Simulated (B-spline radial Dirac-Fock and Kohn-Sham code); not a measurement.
**Binding energies of Nd at several levels of theory**

System: the free neodymium atom, configuration 1s2 2s2 2p6 3s2 3p6 3d10 4s2 4p6 4d10 4f4 5s2 5p6 6s2.

The density-functional columns are spherical, spin-unpolarised Dirac-Kohn-Sham results without Breit or QED terms: −ε is minus the orbital energy of the initial state and ΔSCF the difference of two total energies, and "half-occupied" is minus the orbital energy with half an electron removed (Slater transition state). The reference in the last column comes from relaxed Dirac-Fock hole states (ΔSCF) with Breit and QED corrections and a finite nucleus. All numbers are from a radial finite-basis atomic code, in eV; a selection of levels is shown. For the 1s level of heavy atoms much of the gap between ΔSCF and the reference is the Breit and QED part, -174.4 eV here; for other levels the error of the functional can be larger.

| level | PBE ΔSCF | PBE0 −ε | LDA −ε | LDA half-occupied | Dirac-Fock |
| --- | --- | --- | --- | --- | --- |
| K (1s) | 43778.4 | 43474.9 | 43314.1 | 43734.8 | 43572.0 |
| L1 (2s) | 7083.9 | 7059.0 | 7004.0 | 7078.2 | 7136.7 |
| L2 (2p1/2) | 6726.2 | 6674.0 | 6629.5 | 6723.6 | 6727.1 |
| L3 (2p3/2) | 6197.6 | 6153.6 | 6110.1 | 6195.7 | 6213.3 |
| M1 (3s) | 1542.7 | 1545.1 | 1519.0 | 1540.8 | 1583.6 |
| M2 (3p1/2) | 1382.5 | 1380.6 | 1358.6 | 1381.7 | 1409.3 |
| M3 (3p3/2) | 1277.3 | 1276.1 | 1255.0 | 1276.6 | 1304.8 |
| M4 (3d3/2) | 1000.0 | 990.4 | 974.5 | 999.9 | 1004.8 |
| M5 (3d5/2) | 977.0 | 967.9 | 952.1 | 976.9 | 982.9 |
| N1 (4s) | 311.4 | 314.0 | 301.6 | 310.4 | 330.5 |
| N2 (4p1/2) | 250.3 | 251.3 | 241.1 | 249.7 | 263.1 |
| N3 (4p3/2) | 227.5 | 228.5 | 218.5 | 226.9 | 240.6 |
| N4 (4d3/2) | 127.0 | 125.1 | 118.8 | 126.8 | 128.4 |
| N5 (4d5/2) | 123.0 | 121.0 | 114.8 | 122.7 | 124.5 |
| N6,7 (4f) | 8.14 | 0.81 | 1.94 | 8.20 | 4.76 |
| O1 (5s) | 45.66 | 43.89 | 40.52 | 45.75 | 48.26 |
| O2 (5p1/2) | 29.07 | 26.47 | 24.31 | 29.17 | 28.00 |
| O3 (5p3/2) | 25.88 | 23.34 | 21.24 | 25.93 | 24.97 |
| P1 (6s) | 5.80 | 4.05 | 3.63 | 5.97 | 4.56 |

Problem. Order the estimates of the K (1s) level by their distance from the Dirac-Fock value, nearest first.
A. PBE ΔSCF
B. LDA half-occupied
C. LDA −ε
D. PBE0 −ε

Solution. D (97.1 eV), B (162.7 eV), A (206.4 eV), C (257.9 eV).

An eigenvalue near the reference for a deep level is a cancellation of errors: it lacks relaxation, carries self-interaction and omits Breit and QED terms.

For the outermost level NIST gives 5.525 eV (measured); the differences from it are PBE ΔSCF +0.27, PBE0 −ε -1.48, LDA −ε -1.89, LDA half-occupied +0.44, Dirac-Fock -0.96 eV.

Values without a named source are computed, but for edge energies of neutral atoms, which are taken from tables.
